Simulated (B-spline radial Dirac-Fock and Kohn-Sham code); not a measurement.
Level of theory: Dirac-Fock ΔSCF + Breit + QED; a radial finite-basis atomic code. The model has no electron correlation.

Q: Identify the element and charge state from the binding energies below (tabulated ground configuration; the least bound level is included).

| level | binding energy (eV) |
| --- | --- |
| K | 39090.9 |
| L1 | 6437.1 |
| L2 | 6057.2 |
| L3 | 5649.1 |
| M3 | 1289.9 |
| N4 | 258.3 |
| O1 | 166.8 |

A: La¹⁰⁺: Z = 57 with 47 electrons, [Kr] 4d10 5s1. The hydrogen-like estimate √(E/Ry) = 53.6 for the K level lies 3.4 below Z (screening lowers it, relativity raises it); the outermost level, at 166.8 eV, fixes the charge.

Q: Identify the element and charge state from the binding energies below (tabulated ground configuration; the least bound level is included).

```
level  binding energy (eV)
   L3               7541.9
   M1               2522.6
   M2               2340.1
   M3               2214.5
   N2                970.5
   N3                936.0
 N4,5                817.7
```

A: Sm²⁵⁺: Z = 62 with 37 electrons, [Kr] 4d1.

Q: Identify the element and charge state from the binding energies below (tabulated ground configuration; the least bound level is included).

| level | binding energy (eV) |
| --- | --- |
| 1s | 52841.5 |
| 2s | 12734.8 |
| 2p | 12145.1 |

A: Sm⁵⁷⁺: Z = 62 with 5 electrons, [He] 2s2 2p1. The hydrogen-like estimate √(E/Ry) = 62.3 for the K level lies 0.3 above Z (screening lowers it, relativity raises it); the outermost level, at 12145.1 eV, fixes the charge.

Q: Identify the element and charge state from the binding energies below (tabulated ground configuration; the least bound level is included).

| level | binding energy (eV) |
| --- | --- |
| L2 | 12890.5 |
| M2 | 3900.7 |
| M3 | 3602.1 |
| M4 | 3194.7 |
| N1 | 1767.0 |
| N2 | 1656.5 |
| N4,5 | 1390.4 |

A: W³³⁺: Z = 74 with 41 electrons, [Kr] 4d5.

Values without a named source are computed, but for edge energies of neutral atoms, which are taken from tables.
